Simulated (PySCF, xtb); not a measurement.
Si(F)(H)(SMe)2 (C₂H₇FS₂Si), SMILES CS[SiH](SC)F. One conformer was computed; it need not be the lowest.

Harmonic wavenumbers (cm⁻¹) from GFN2-xTB run with xtb at its own minimum, in rising order: 44, 49, 102, 120, 129, 152, 199, 218, 233, 475, 577, 638, 668, 721, 728, 827, 950, 953, 964, 965, 1322, 1327, 1445, 1450, 1454, 1456, 2358, 3039, 3040, 3047, 3051, 3064, 3064.

Q: What does B3LYP-D3(BJ)/def2-SVP (PySCF) give at its own minimum? (Estimate from the structure and the level; the computed values follow.)

A: 49, 65, 90, 104, 123, 152, 233, 241, 286, 503, 569, 694, 695, 782, 833, 902, 960, 967, 971, 979, 1333, 1336, 1449, 1449, 1459, 1460, 2226, 3048, 3049, 3152, 3154, 3161, 3166. Paired by order, the mean absolute difference is 35 cm⁻¹ and the zero-point energies are 55.5 and 56.7 kcal/mol.
